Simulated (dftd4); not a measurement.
CH9AlO2Si2, triplet, at the geometry of the source list (a higher spin typed on purpose: for a closed-shell molecule this is an excited state); D4 for tpss run with dftd4.

dftd4 was given this input:
```
$ dftd4 mol.xyz --func tpss --charge 0 --json dftd4.json --noedisp

# file mol.xyz
15

Al     0.23320000     0.34140000     0.33050000
C      1.06240000     1.71050000     1.50460000
H      1.71880000     1.27540000     2.25640000
H      0.28880000     2.28290000     2.01720000
H      1.64360000     2.42470000     0.92000000
O     -0.89230000     0.82120000    -0.81940000
Si    -1.96860000     1.22190000    -1.97150000
H     -3.29470000     0.88970000    -1.44550000
H     -1.65000000     0.45990000    -3.18450000
H     -1.81570000     2.66310000    -2.18920000
O      0.60780000    -1.29360000     0.44710000
Si     0.94690000    -2.88110000     0.51610000
H     -0.28510000    -3.57150000     0.90400000
H      1.99350000    -3.05390000     1.52560000
H      1.41140000    -3.29080000    -0.81140000
```

Problem. What does dftd4 print? Leave out banner, timings and long lists.

Solution. 
```
                    ____  _____ _____     ____  _  _
      -------------|  _ \|  ___|_   _|---|  _ \| || |------------
     |             | | | | |_    | | ___ | | | | || |_           |
     |             | |_| |  _|   | ||___|| |_| |__   _|          |
     |             |____/|_|     |_|     |____/   |_|            |
     |             ===================================           |
     |            E. Caldeweyher, S. Ehlert & S. Grimme          |
     |          Mulliken Center for Theoretical Chemistry        |
     |                    University of Bonn                     |
      -----------------------------------------------------------

Rational (Becke-Johnson) damping: tpss-D4-ATM
---------------------
  s6         1.0000
  s8         1.7660
  s9         1.0000
  a1         0.4282
  a2         4.5426
 alp        16.0000
--------------------

Dispersion energy:      -1.5651716972293E-02 Eh

[Info] JSON dump of results written to 'dftd4.json'
```
